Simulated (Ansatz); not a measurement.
Species: AuH, charge 0, multiplicity 1. 
Geometry from a B3LYP-D3(BJ)/def2-TZVP (Ansatz, a quantum-chemistry and plane-wave program) optimisation:
```xyz
2

Au     0.0000     0.0000    -0.0193
H      0.0000     0.0000     1.5273
```
Charge 0, spin multiplicity 1.

Parts of the frozen-core correlation energy in def2-SVP (Ansatz, hartree). Frozen orbitals: 4; correlated occupied orbitals by spin: 6 and 6; virtual: 27 and 27. No spin-orbit coupling. In def2 rows, elements after Kr have scalar-relativistic effective core potentials.

```json
[
 {"term": "reference (HF)", "value": "-135.34320"},
 {"term": "MP2 opposite-spin", "value": "-0.19474"},
 {"term": "MP2 same-spin", "value": "-0.09848"},
 {"term": "CCSD correlation", "value": "-0.28338"},
 {"term": "(T)", "value": "-0.00606"},
 {"term": "CCSDT minus CCSD(T)", "value": "-0.00005"},
 {"term": "CCSDT(Q) minus CCSD(T)", "value": "-0.00030"},
 {"term": "T1 diagnostic", "value": "0.031"},
 {"term": "largest doubles amplitude", "value": "0.041"}
]
```
